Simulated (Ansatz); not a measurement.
Li12F12 (started as a model of: 2x3x4 LiF rock-salt block), relaxed as a singlet with RKS r2SCAN-D4/def2-SVP in Ansatz, starting from the GFN2-xTB geometry. Force threshold 0.03 eV/Å.

Start:

```xyz
24

Li   -1.902   -0.606    2.372
F    -0.152   -0.549    2.078
Li    1.427   -0.377    1.334
F     3.163   -0.259    0.767
F    -2.247    1.080    2.112
Li   -0.515    1.202    1.500
F     1.161    1.466    1.060
Li    2.763    1.367    0.291
Li   -2.708    1.410    0.467
F    -1.101    1.829   -0.177
Li    0.575    1.766   -0.701
F     2.311    1.907   -1.300
F    -2.295   -1.918    1.295
Li   -0.572   -1.756    0.693
F     1.096   -1.824    0.174
Li    2.704   -1.413   -0.456
Li   -2.763   -1.363   -0.291
F    -1.169   -1.456   -1.072
Li    0.514   -1.201   -1.501
F     2.245   -1.098   -2.106
F    -3.172    0.263   -0.758
Li   -1.430    0.384   -1.342
F     0.155    0.556   -2.076
Li    1.911    0.590   -2.365
```

| step | energy (eV) | largest force component (eV/Å) | SCF passes |
| --- | --- | --- | --- |
| 1 | -35064.4611 | 0.659 | 16 |
| 2 | -35064.8707 | 0.233 | 18 |
| 3 | -35065.0184 | 0.037 | 17 |
| 4 | -35065.0196 | 0.009 | 18 |

Force components are those of the run's own axes.

End:

```xyz
24

Li   -1.998   -0.623    2.461
F    -0.214   -0.551    2.068
Li    1.503   -0.403    1.396
F     3.255   -0.258    0.739
F    -2.327    1.094    2.143
Li   -0.547    1.263    1.573
F     1.211    1.449    1.029
Li    2.885    1.422    0.295
Li   -2.831    1.477    0.483
F    -1.150    1.809   -0.155
Li    0.605    1.860   -0.734
F     2.383    1.937   -1.329
F    -2.383   -1.937    1.329
Li   -0.605   -1.860    0.734
F     1.150   -1.809    0.155
Li    2.831   -1.477   -0.483
Li   -2.885   -1.422   -0.295
F    -1.211   -1.449   -1.029
Li    0.547   -1.263   -1.573
F     2.327   -1.094   -2.143
F    -3.255    0.259   -0.739
Li   -1.503    0.403   -1.396
F     0.214    0.551   -2.068
Li    1.998    0.623   -2.461
```

By distances, no bond broke or formed. The bond that changes most is Li14–F15, from 1.75 to 1.85 Å (atoms count from 1).

No frequencies were taken in this run, so the end may be a saddle point.

It took 65 s on 4 threads of Arm Neoverse V1 on a shared host.
